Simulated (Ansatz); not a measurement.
C2H6NSi (`C=C[SiH2][NH]`) radical, relaxed with UKS PBE0-D4/def2-TZVP in the Gaussian-basis code of Ansatz from a PBE-D4/def2-SVP geometry. The force threshold is 0.005 eV/Å; the program also tests the step.

The species carries charge 0 and has multiplicity 2.

Start:

```xyz
10

C    -0.312   -0.177   -1.853
C    -0.405    0.513   -0.699
Si    0.495    0.018    0.865
N    -0.638   -0.008    2.224
H     0.306   -1.089   -1.939
H    -0.841    0.136   -2.771
H    -1.042    1.417   -0.669
H     1.253   -1.265    0.596
H     1.502    1.086    1.255
H    -0.316   -0.631    2.992
```

```tsv
step	energy (eV)	largest force (eV/Å)	largest move (Å)
1	-11531.2657	0.645	0.000
2	-11531.3134	0.258	0.045
3 (rejected)	-11531.3129	0.251	0.054
4	-11531.3194	0.038	0.027
5	-11531.3195	0.008	0.005
6	-11531.3196	0.006	0.004
7	-11531.3196	0.005	0.004
8	-11531.3196	0.005	0.006
9	-11531.3196	0.006	0.004
10 (rejected)	-11531.3196	0.009	0.003
11	-11531.3196	0.002	0.002
```

End:

```xyz
10

C    -0.312   -0.177   -1.822
C    -0.400    0.526   -0.697
Si    0.498    0.036    0.847
N    -0.627   -0.045    2.186
H     0.286   -1.083   -1.883
H    -0.829    0.114   -2.732
H    -1.020    1.422   -0.689
H     1.226   -1.238    0.577
H     1.486    1.080    1.257
H    -0.308   -0.636    2.956
```

Run time 35 s (4 threads of an Arm Neoverse V1 on a shared host); peak host memory 0.42 GiB.
